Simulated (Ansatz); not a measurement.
`[Cl][GeH2][GeH2][Cl]`, charge 0, multiplicity 1.

(1) Give a relaxed structure at PBE0-D4/def2-TZVP (the Gaussian-basis code of Ansatz). (Best estimate.)

## Answers

(1) Ansatz gave: 
```xyz
8

Cl    2.5551    0.5691   -0.5066
Ge    0.9869   -0.4570    0.5630
Ge   -1.1148    0.4292   -0.2702
Cl   -1.3347   -0.3034   -2.2879
H     1.2045   -0.1643    2.0563
H     1.1404   -1.9541    0.2664
H    -1.1075    1.9615   -0.3425
H    -2.3298   -0.0810    0.5213
```
Point group C2.
